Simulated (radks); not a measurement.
Valence configurations of Cl2+ (all share [Ne]). Calculated with a radial shooting solver on a logarithmic mesh with Libxc functionals: scalar-relativistic Kohn-Sham, r2SCAN, spin-polarised, spherical densities, finite nucleus; open shells are filled with parallel spins first; meta-GGA in the generalised Kohn-Sham scheme; Fermi nuclear charge, rms radius 3.3654 fm. Energies are relative to 3s2 3p3; eigenvalues in eV for spin up.

valence      E (eV)  moment (Bohr magnetons)    e(3p)    e(3s)
3s2 3p3       0.000                        3  -33.765  -47.804
3s1 3p4      13.544                        3  -34.444  -48.611
3p5          31.169                        1  -33.752        -
3s1.5 3p3.5   6.857                        3  -34.096  -48.197
3s0.5 3p4.5  22.846                        2  -34.164  -48.279

NIST lists [Ne] 3s2 3p3 as the ground configuration; this level of theory agrees among the configurations tried. The energies are those of spherical high-spin densities, not of single terms.
